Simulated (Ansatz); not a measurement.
```xyz
9

C    -0.632   -1.215   -0.550
O     0.031   -0.049   -0.977
Sn    0.810    1.173    0.328
Br   -1.039    1.890    1.817
H    -1.517   -0.988    0.057
H    -0.960   -1.760   -1.439
H     0.022   -1.880    0.031
H     1.361    2.499   -0.570
H     1.925    0.331    1.302
```

Total charge 0; spin multiplicity 1. Sn takes the def2 core potential.

Q: List the r2SCAN/def2-TZVPP orbital energies in eV (Ansatz). (Best estimate.)

A: Ansatz gave: Occupied: -13121.74, -1694.97, -1525.72, -1525.67, -1525.66, -515.72, -274.23, -234.61, -174.83, -174.64, -174.63, -138.05, -92.94, -92.84, -92.80, -68.67, -68.62, -68.61, -68.46, -68.46, -27.85, -27.35, -27.27, -27.19, -27.16, -25.53, -19.69, -17.36, -13.67, -11.30, -11.23, -10.93, -9.21, -8.96, -7.69, -7.39, -7.22, -6.74. Lowest empty: -1.69, -0.86, -0.25, 1.22, 1.97, 2.38, 2.76, 2.93.
